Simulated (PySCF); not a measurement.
Computed shifts of a molecule C4H5BO2, PBE0/pcSseg-1 (PySCF), GIAO, gas phase, equivalent atoms averaged, in ppm (number of nuclei): ¹³C: 161.3 (1), 147.8 (1), 136.7 (1), 123.2 (1). ¹H: 7.01 (1), 6.58 (1), 6.48 (1), 6.28 (1), 4.62 (1). References: ¹³C against TMS (σ = 186.3 ppm); ¹⁷O against H2O (σ = 334.2 ppm); ¹¹B against BF3 (σ = 88.8 ppm); ¹H against TMS (σ = 31.56 ppm), references at their B3LYP-D3(BJ)/def2-TZVP geometries, non-relativistic. Geometry: B3LYP-D3(BJ)/def2-SVP. One conformer was computed; it need not be the lowest.

Which structure fits?
(A) C#CB1OC(C)O1
(B) C=C1C=COB1O
(C) C#CB(O)OC=C
(D) CC#CB1OCO1

B, C=C1C=COB1O
